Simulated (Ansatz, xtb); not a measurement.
# Two structures of FH3N2Sn

Structure I is `N[NH][Sn][F]`, a singlet and structure II is a singlet given by its coordinates. Both are isolated molecules in the gas phase, relaxed with PBE0-D3(BJ)/def2-SVP; the shapes shown needn't be the lowest conformers.

I (Å):

```xyz
7

F    -2.1851   -0.1485    2.7369
N    -0.4820    1.7302    1.4015
N    -0.6578    0.6245    0.5548
Sn   -1.8752   -0.9598    0.9532
H    -1.1389    1.6002    2.1749
H     0.4476    1.6771    1.8272
H    -0.2753    0.8131   -0.3695
```

II (Å):

```yaml
atoms:
  - { symbol: F, position_ang: [-2.3987, 1.7815, 0.0333] }
  - { symbol: N, position_ang: [-0.4422, 1.1721, 2.2033] }
  - { symbol: N, position_ang: [-0.5262, 0.0425, 1.3263] }
  - { symbol: Sn, position_ang: [-2.5448, 1.0615, 1.8772] }
  - { symbol: H, position_ang: [0.1493, 1.8937, 1.7884] }
  - { symbol: H, position_ang: [-0.3354, 0.2296, 0.3400] }
  - { symbol: H, position_ang: [0.0022, -0.7649, 1.6554] }
```

Close contacts (Å): F1–Sn4 1.98, N2–N3 1.43, N2–Sn4 2.13, N3–Sn4 2.33, N2–H5 1.02, N3–H6 1.02, N3–H7 1.02.

Question: Estimate which is lower in electronic energy at CCSD(T)/def2-TZVP, and by roughly how much.

Answer: Too close to call at this level: CCSD(T)/def2-TZVP gives E(II) − E(I) = +0.043 eV.

Level by level:

| level | geometry | E(II) − E(I) (eV) | departure from the last row (eV) | job, with rough time for the two |
| --- | --- | --- | --- | --- |
| GFN2-xTB | GFN2-xTB | +0.209 | +0.166 | optimisation, 0.11 s |
| HF/STO-3G | GFN2-xTB | +0.341 | +0.298 | single point, 0.48 s |
| r2SCAN-D4/def2-SVP | GFN2-xTB | +0.228 | +0.185 | single point, 1.3 s |
| PBE0-D3(BJ)/def2-SVP | PBE0-D3(BJ)/def2-SVP | +0.142 | +0.099 | optimisation, 15 s |
| HF/def2-TZVP | PBE0-D3(BJ)/def2-SVP | +0.045 | +0.002 | part of the CCSD(T) run |
| MP2/def2-TZVP | PBE0-D3(BJ)/def2-SVP | +0.014 | −0.029 | part of the CCSD(T) run |
| CCSD(T)/def2-TZVP | PBE0-D3(BJ)/def2-SVP | +0.043 |  | single point, 39 s |

The largest departure from CCSD(T)/def2-TZVP is that of HF/STO-3G, 0.298 eV.

With harmonic frequencies from PBE0-D3(BJ)/def2-SVP (ideal gas, rigid rotor, one conformer each, 298.15 K, 1 atm): the zero-point term adds −0.016 eV; ΔH is +0.025 and ΔG +0.028 eV.

The T1 diagnostic of structure I is large, so the coupled-cluster value is less sure. The correlated steps freeze 7 core orbitals; the filled d shell of Sn is correlated, in a basis made for valence electrons. Atoms past krypton carry core potentials in the def2 sets, other sets are all-electron and non-relativistic, and no spin–orbit term is included. Run with Ansatz 0.2.0, xtb 6.7.1; the last row on 2 threads of Intel(R) Xeon(R) 6975P-C (Granite Rapids) on a shared host.
